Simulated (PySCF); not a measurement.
**Computed structure and properties of [La(P5)]2+**

System: [La(P5)]2+ (singlet); start: template (C5v). Method: PySCF 2.14.0, RKS PBE0, La lcecp-1-SVP with ECP46, P def2-SVP; non-relativistic Hamiltonian with scalar-relativistic core potentials where named; density fitting; no spin-orbit coupling.

Input of the relaxation:

```python
mol = gto.M(atom='''
La    -0.00000     0.00000    -1.26520
P      1.79998     0.00002     1.13480
P      0.55620     1.71189     1.13480
P     -1.45623     1.05799     1.13480
P     -1.45620    -1.05802     1.13480
P      0.55625    -1.71188     1.13480''',
    basis={'La': 'lcecp-1-SVP', 'P': 'def2-SVP'},
    ecp={'La': 'lcecp-1-SVP'},
    charge=2, spin=0)
mf = dft.RKS(mol, xc='PBE0')
mf.grids.atom_grid = (50, 194)  # f atoms: unpruned, at least (60, 302)
mf = mf.density_fit()  # fitting sets: La AutoAux, P def2-universal-JKFIT
mf.conv_tol = 1e-08; mf.max_cycle = 55
mf.kernel(dm0)  # dm0: converged density of the start geometry
# quasi-Newton relaxation in Cartesian coordinates to a largest gradient under 0.00045 Eh/bohr, steps kept in the point group
```

Run from Python with OMP_NUM_THREADS=2; the lines above give its settings. Where DIIS fails, smearing, a level shift and second-order steps follow.
It took 39 s on 2 threads of Intel(R) Xeon(R) 6975P-C (Granite Rapids), with other jobs on the host, from the converged density of the start.

Course of the relaxation:

```json
{"step": "0", "energy above end (eV)": "0.0779", "largest force component within the symmetry (eV/Å)": "1.110"}
{"step": "1", "energy above end (eV)": "0.0297", "largest force component within the symmetry (eV/Å)": "0.798"}
{"step": "2", "energy above end (eV)": "0.0052", "largest force component within the symmetry (eV/Å)": "0.328"}
{"step": "3", "energy above end (eV)": "0.0013", "largest force component within the symmetry (eV/Å)": "0.126"}
{"step": "4", "energy above end (eV)": "0.0001", "largest force component within the symmetry (eV/Å)": "0.024"}
{"step": "5", "energy above end (eV)": "0.0000", "largest force component within the symmetry (eV/Å)": "0.004"}
```

Relaxed geometry (C5v):

```xyz
6

La    0.0000    0.0000   -1.3331
P     1.8227    0.0000    1.1484
P     0.5632    1.7335    1.1484
P    -1.4746    1.0714    1.1484
P    -1.4746   -1.0714    1.1484
P     0.5633   -1.7335    1.1484
```

| contact | Å |
| --- | --- |
| La1–P4 (P5) | 3.079 |

On the finer grid (75, 302):

```yaml
HOMO: -15.63 eV
LUMO: -12.91 eV
Dipole_about_the_centre_of_mass: 6.54 D
Set_of_Mulliken_populations_of_La1_outside_the_core_potential: s 2.24, p 6.21, d 1.07, f 0.02
D3_BJ_dispersion_energy_not_in_the_energies: -0.474 eV
```

| atom | Mulliken (e) | Löwdin (e) | spin (e) |
| --- | --- | --- | --- |
| La1 | 1.45 | 0.82 | 0.00 |
| P2 | 0.11 | 0.24 | 0.00 |
| P3 | 0.11 | 0.24 | 0.00 |
| P4 | 0.11 | 0.24 | 0.00 |
| P5 | 0.11 | 0.24 | 0.00 |
| P6 | 0.11 | 0.24 | 0.00 |

The large-core potential holds the 4f shell empty.

On the grid (50, 194), as all that follows. Harmonic modes: a minimum; lowest 87 cm⁻¹ (negative: unstable), highest 484 cm⁻¹, zero-point energy 0.232 eV.

Taking off one P5 (charge -1, singlet; the rest: singlet) in vacuum, both parts rigid, costs 20.31 eV; the small basis without counterpoise inflates it. Most of it is the attraction of opposite charges; other ways to part are cheaper, and one spin state was tried for the rest.

Rigid scan of P5 along the line from its metal:

```csv
distance to the ring centre (Å),energy (eV)
2.18,0.619
2.28,0.256
2.38,0.059
2.48,0.000
2.58,0.052
2.68,0.191
2.88,0.654
```

One start shape was tried, so this needn't be the lowest isomer.
